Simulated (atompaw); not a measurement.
PBEsol PAW (atompaw) dataset for niobium, scalar-relativistic all-electron reference.

Input for atompaw 4.2.0.5:

```
Nb 41
GGA-PBESOL scalarrelativistic loggrid 1500 logderivrange -6 5 276
5 5 4 0 0 0
5 0 1
5 1 0
4 2 4
0 0 0
c
c
c
v
v
c
c
v
v
c
v
2
2.45 2.05 1.85 1.25
n
n
y
1.9
n
custom rrkj gramschmidtortho gaussian
bessel
1.40
1.90
2.05
2.45
2.45
2.45
PWSCFOUT
UPFDX 0.0125d0 UPFXMIN -7.d0 UPFZMESH 41.d0
END
```

Command:

```bash
atompaw < Nb.input > Nb.log
```

The program printed (summary file):

```
Completed calculations for Nb (AE)

 Exchange-correlation type: GGA, Perdew-Burke-Ernzerhof modified (PBEsol)

 Radial integration grid is logarithmic
 r0 =   2.0915511E-04 h =   8.5753594E-03   n =      1500 rmax =   8.0000000E+01

 Scalar relativistic calculation

 AEatom converged in  33 iterations
   nz     =  41.00
   delta  =       5.019996487382E-15

 All Electron Orbital energies:
  n  l      occupancy      energy
  1  0      2.0000000E+00 -1.3815177E+03
  2  0      2.0000000E+00 -1.9325143E+02
  3  0      2.0000000E+00 -3.2223361E+01
  4  0      2.0000000E+00 -4.2887419E+00
  5  0      1.0000000E+00 -2.9499349E-01
  2  1      6.0000000E+00 -1.7259327E+02
  3  1      6.0000000E+00 -2.5472151E+01
  4  1      6.0000000E+00 -2.5351411E+00
  5  1      0.0000000E+00 -7.9766889E-02
  3  2      1.0000000E+01 -1.4427185E+01
  4  2      4.0000000E+00 -2.2459977E-01

 Total energy
   Total                    :    -7634.99471153697323

 ---
 Completed calculations for Nb (SC)

 Exchange-correlation type: GGA, Perdew-Burke-Ernzerhof modified (PBEsol)

 Radial integration grid is logarithmic
 r0 =   2.0915511E-04 h =   8.5753594E-03   n =      1500 rmax =   8.0000000E+01

 Scalar relativistic calculation

 SCatom converged in   4 iterations
   nz     =  41.00
   delta  =       4.724545006530E-17

 Valence Electron Orbital energies:
  n  l      occupancy      energy
   4  0      2.0000000E+00 -4.2887419E+00
   5  0      1.0000000E+00 -2.9499349E-01
   4  1      6.0000000E+00 -2.5351411E+00
   5  1      0.0000000E+00 -7.9766889E-02
   4  2      4.0000000E+00 -2.2459977E-01

 Total energy
   Total                    :    -7634.99471154138519
   Valence                  :     -329.23320270850905

 PAW parameters:
       lmax =            2
         rc =    2.4604600447285598
        irc =         1094
   rc_shape =    2.0549448743785277
    rc_vloc =    1.8539781437494518
    rc_core =    1.2603498969155931
   Vloc: truncated form - Vps(r)=A.sin(qr)/r for r<rc
   Projector type: RRKJ pseudization + Gram-Schmidt ortho.
   Gaussian compensation charge shape with gausstol =   1.0000E-04

 Number of basis functions     6
 No.   n  nodes  l      Energy         Cp coeff         Occ
  1    4    3    0   -0.4288742E+01  0.1000000E+01  0.2000000E+01
  2    5    4    0   -0.2949935E+00 -0.4365666E+01  0.1000000E+01
  3    4    2    1   -0.2535141E+01  0.1000000E+01  0.6000000E+01
  4    5    3    1   -0.7976689E-01  0.6922916E+00  0.0000000E+00
  5    4    1    2   -0.2245998E+00  0.1000000E+01  0.4000000E+01
  6  999    2    2    0.1900000E+01  0.8236128E+00  0.0000000E+00

 Eigenvalues of overlap operator (in the basis of projectors):
    1        5.14624880E-02
    2        1.79785751E-01
    3        1.89910692E-01
    4        3.34867270E+00
    5        1.55781414E+01
    6        9.64378748E+01

 Orbital leakage outside PAW augmentation regions
   orb  is_core?  %out_of_sphere
   1 0    T           0.00
   2 0    T          -0.00
   3 0    T           0.00
   4 0    F           0.65
   5 0    F          83.58
   2 1    T           0.00
   3 1    T           0.00
   4 1    F           2.39
   5 1    F          95.59
   3 2    T           0.00
   4 2    F          32.40

 Summary of PAW energies
   Total valence energy     :   -329.23335348282637
   Smooth energy            :     93.49381777072759
   One center               :   -422.72717125355399
   Smooth kinetic           :     31.58113735866527
   Vloc energy              :     34.70212571961191
   Smooth exch-corr         :    -14.46001242988832
   One-center xc            :   -218.58653083096408
```

The run took about 5.2 s on one core of a shared server CPU.
